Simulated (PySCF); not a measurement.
Dipole moment and polarisability of `S=C1CC[C@@H](S)C1`

Species: C5H8S2.
Geometry (GFN2-xTB, Å), atoms numbered from 1 in this order:
```xyz
15
C5H8S2 angstrom
S     -0.170    2.955    0.127
C     -0.188    1.337    0.133
C     -0.955    0.479   -0.825
C     -0.810   -0.949   -0.294
C      0.499   -0.933    0.499
S      1.954   -1.283   -0.563
C      0.569    0.473    1.090
H     -1.992    0.805   -0.904
H     -0.516    0.583   -1.822
H     -0.797   -1.694   -1.087
H     -1.634   -1.183    0.383
H      0.539   -1.717    1.254
H      1.839   -0.195   -1.320
H      1.589    0.829    1.243
H      0.069    0.502    2.064
```

Level: PBE0/def2-SVPD (PySCF), static field, nuclei fixed, core orbitals frozen in the response. The polarisability tensor in these axes (au):

```
x    91.77  -6.56   1.82
y    -6.56 118.33   3.80
z     1.82   3.80  85.26
```

Problem. What are the eigenvalues, a third of the trace, and Δα (Δα² = ½Σ(αi − αj)² over the three pairs)?

Solution. Principal values 83.87, 91.31 and 120.18 au; mean 98.45 au = 14.59 Å³ = 16.23 × 10⁻⁴⁰ C²·m²/J; Δα = 33.22 au (34 % of the mean).

Problem. What is the dipole moment, and where does it point?

Solution. (-1.42, -2.12, 0.47) D, 2.60 D in size, pointing from the negative to the positive side. Measured along this direction, the outermost atoms are S1 at the negative end and H11 at the positive end.

Problem. How large is μ²/3kT at 273 K beside α?

Solution. In Gaussian units μ²/3kT = 59.68 Å³ against 14.59 Å³, a ratio of 4.09; the Debye molar polarisation (4π/3)N_A(α + μ²/3kT) is 187.4 cm³/mol, leaving out the vibrational part.

Problem. Refractivity n − 1 of an ideal gas of it at 273.15 K and 1 atm, from the electronic α?

Solution. N = p/kT = 2.6868 × 10¹⁹ cm⁻³, so n − 1 = 2π × N × 14.59 × 10⁻²⁴ cm³ = 2463 × 10⁻⁶ at long wavelengths.

Problem. Traceless (Buckingham) quadrupole moment about the centre of nuclear charge: eigenvalues?

Solution. -13.44, 3.60, 9.84 D·Å. The values depend on the origin, since the dipole doesn't vanish. The electronic extent ⟨r²⟩ about the same centre is 1217 bohr², a root-mean-square distance of 2.21 Å for the 70 electrons.

Problem. In TDDFT the mean static polarisability is Σ f/ω² over all singlet excitations (ω in hartree). How much of it do the 6 lowest give? Their energies (eV) and oscillator strengths: 2.45, 0.0001; 3.92, 0.0100; 5.48, 0.0422; 5.53, 0.1862; 5.62, 0.0184; 6.05, 0.0100.

Solution. They add up to 6.67 au, 6.8 % of the 98.45 au; the largest single term is 4.51 au, from the state at 5.53 eV. Terms in order: 0.01, 0.48, 1.04, 4.51, 0.43, 0.20 au. Higher excitations give the rest. The strengths listed sum to 0.267.

Isolated species at its GFN2-xTB geometry (one conformer only).
